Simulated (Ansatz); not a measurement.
Species: H3Se, charge 1, singlet. H3Se+ (SMILES [SeH3+]).
B3LYP-D3(BJ)/def2-TZVP minimum from Ansatz (a quantum-chemistry and plane-wave program):
```xyz
4

Se     0.0007     0.0265    -0.0607
H     -1.0764    -0.8681     0.4284
H      1.0678    -0.8666     0.4522
H     -0.0137     0.8349     1.1825
```
Charge +1, spin multiplicity 1.

Total energies in cc-pVQZ, 8 correlated electrons, 14 frozen orbitals. Radicals and triplets start from unrestricted determinants; spin-orbit coupling is neglected. Correlated methods leave the cores frozen (noble-gas shells, and filled d and f shells in the p block). No relativity.

```tsv
method	program	energy (Eh)	minus CCSDT(Q) (mEh)
HF	Ansatz	-2401.33224	213.16
MP2	Ansatz	-2401.51319	32.21
CCSD	Ansatz	-2401.53752	7.88
CCSD(T)	Ansatz	-2401.54447	0.93
CCSDT(Q)	Ansatz	-2401.54540	0.00
```

Rough core times of Ansatz's runs on a shared machine: CCSD(T) under 20 s, CCSDT(Q) 20 min.
